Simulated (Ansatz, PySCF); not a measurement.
Gas-phase reaction in SMILES: OB(O)Cl → [O-]B(O)Cl + H+
Structures are relaxed separately at B3LYP-D3(BJ)/def2-TZVP in Ansatz (an electronic-structure program), one conformer each, not searched for the lowest. Frequencies are from Ansatz.

Property: gas-phase deprotonation energy (enthalpy at 298 K, with B3LYP-D3(BJ) rigid-rotor harmonic-oscillator terms), in kcal/mol. Correlated levels leave the core frozen unless marked. No spin-orbit coupling. No relativistic terms. Anions need diffuse functions: aug- sets have them; def2-D sets add few; the other sets have none. CBS(X,Y): correlation extrapolated as X^-3; Hartree-Fock from the larger set. The bracket is a focal-point correction in the basis named.

```
level                                                                             program  gas-phase deprotonation energy (kcal/mol)  minus last row
-------------------------------------------------------------------------  --------------  -----------------------------------------  --------------
HF/cc-pV(D+d)Z                                                                     Ansatz                                      353.1            12.4
HF/cc-pV(Q+d)Z                                                                     Ansatz                                      349.6             8.9
PBE-D3(BJ)/def2-TZVPD                                                      Ansatz + dftd3                                      336.8            -3.9
PBE-D4/def2-TZVPD                                                          Ansatz + dftd4                                      336.4            -4.3
revPBE/def2-TZVPD                                                                  Ansatz                                      338.1            -2.6
r2SCAN-D4/def2-TZVPD                                                       Ansatz + dftd4                                      339.7            -1.0
B3LYP-D3(BJ)/def2-TZVPD                                                    Ansatz + dftd3                                      338.9            -1.8
PBE0/6-31G*                                                                        Ansatz                                      345.2             4.5
PBE0-D3(BJ)/def2-TZVPD                                                     Ansatz + dftd3                                      341.7             1.0
PBE0/def2-TZVPD                                                                    Ansatz                                      341.4             0.7
PBE0/def2-QZVPP                                                                    Ansatz                                      342.8             2.1
TPSSh-D3(BJ)/def2-TZVPD                                                     PySCF + dftd3                                      340.7             0.0
TPSSh-D4/def2-TZVPD                                                         PySCF + dftd4                                      340.2            -0.5
HSE06-D4/def2-TZVPD                                                        Ansatz + dftd4                                      341.4             0.7
MP2/6-31G*                                                                         Ansatz                                      343.0             2.3
MP2/aug-cc-pV(T+d)Z                                                                Ansatz                                      338.7            -2.0
SCS-MP2/aug-cc-pV(D+d)Z                                                            Ansatz                                      338.7            -2.0
CCSD/aug-cc-pV(T+d)Z                                                               Ansatz                                      343.9             3.2
CCSD/cc-pV(Q+d)Z                                                                   Ansatz                                      345.4             4.7
CCSD(T)/cc-pwCVTZ                                                                  Ansatz                                      346.6             5.9
RI-MP2/CBS(aug-cc-pV(T+d)Z,aug-cc-pV(Q+d)Z)+[CCSD(T)-MP2]/aug-cc-pV(T+d)Z          Ansatz                                      340.7             0.0
```
